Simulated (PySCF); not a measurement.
Si(CF3)(H)2(Me) (C2H5F3Si), SMILES C[SiH2]C(F)(F)F. Atoms are numbered in the order given.

```xyz
11

Si     0.7609    -1.0005     0.0000
C     -0.6280    -2.2588     0.0000
C     -0.0425     0.7592     0.0000
F      0.8699     1.7523     0.0000
F     -0.8289     0.9411    -1.0866
F     -0.8289     0.9411     1.0866
H      1.6081    -1.0798     1.2202
H      1.6081    -1.0798    -1.2202
H     -1.2603    -2.1294    -0.8922
H     -1.2603    -2.1294     0.8922
H     -0.2336    -3.2869     0.0000
```
Charge 0, spin multiplicity 1.

Coordinates come from a B3LYP-D3(BJ)/def2-SVP optimisation.

Method: SMD-PBE0/def2-SVP run with PySCF.

Solvation free energies are E(SMD) − E(gas) at the gas-phase geometry, for 1 M in both phases. In vacuum the dipole moment is 2.49 D.

### Question
Estimate the solvation free energies in water, toluene, n-hexane. (The exact figures need the calculation; the answer reports its results.)

### Answer

| solvent | ΔG(solv) (kcal/mol) | its non-electrostatic (CDS) part | dipole (D) |
|---|---|---|---|
| water | 2.4 | 5.1 | 2.97 |
| toluene | -0.7 | 0.6 | 2.73 |
| n-hexane | -0.7 | 0.4 | 2.68 |
